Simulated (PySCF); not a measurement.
Exercise with solution: oscillator strength and radiative lifetime

PbBr2, SMILES [Br][Pb][Br] (connectivity only; charge and spin as stated), neutral, multiplicity 1.

Geometry: B3LYP-D3(BJ)/def2-SVP. The isomer is the one that the SMILES or the coordinates give; other isomers of the formula were not compared. The def2 effective core potentials stand for the cores of Pb; spin–orbit coupling is left out.

TDA-PBE/def2-SVPD run with PySCF puts the first singlet state with f over 0.02 at 3.44 eV (vertical), with the transition dipole (0.000, -0.678, 0.000) in atomic units.

Problem. Find the oscillator strength, the wavelength and the radiative lifetime that this transition would have in vacuum if emission retraced absorption.

Solution. 
|μ|² = 0.4597 au, so |μ| = 1.72 D. ΔE = 3.44/27.211 = 0.1264 hartree. f = (2/3) ΔE |μ|² = 0.039 (the program prints 0.039).
λ = 1239.84/3.44 = 360 nm; ν = 27745 cm⁻¹.
Einstein's coefficient A = 0.6670 ν² f s⁻¹ (ν in cm⁻¹) = 2.0e7 s⁻¹, so τ = 1/A = 50 ns. This state is S3; the lower singlets have f = 0.000, 0.002. The figure is the radiative limit of this one transition; relaxation, internal conversion, crossing to triplets and a medium change what is measured.
